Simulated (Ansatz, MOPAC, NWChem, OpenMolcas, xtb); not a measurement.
A ladder of methods for CH6GaN (SMILES [CH3][GaH][NH2])

CH6GaN, singlet, SMILES `[CH3][GaH][NH2]`. Each level relaxes the structure for itself.

Quantity: the highest harmonic wavenumber at each level's own minimum, in cm⁻¹. The values are calculated.

| level | kind | program | value (cm⁻¹) |
| --- | --- | --- | --- |
| AM1 | semi-empirical | MOPAC | 3540 |
| GFN2-xTB | semi-empirical | xtb | 3409 |
| GFN1-xTB | semi-empirical | xtb | 3497 |
| HF/3-21G | Hartree–Fock | OpenMolcas | 3800 |
| HF/6-31G* (spherical functions) | Hartree–Fock | NWChem | 3901 |
| HF/6-31G* (Cartesian functions) | Hartree–Fock | OpenMolcas | 3906 |
| B3LYP-D3(BJ)/6-31G*/LANL2DZ (core potential, spherical functions) | global hybrid | NWChem | 3674 |
| PBE0-D4/def2-TZVP | global hybrid | Ansatz | 3719 |

All-electron rows without a relativistic Hamiltonian named are non-relativistic, while core potentials hold scalar relativity, so basis and relativity change together. Harmonic and unscaled. The values span 3409 to 3906 cm⁻¹.
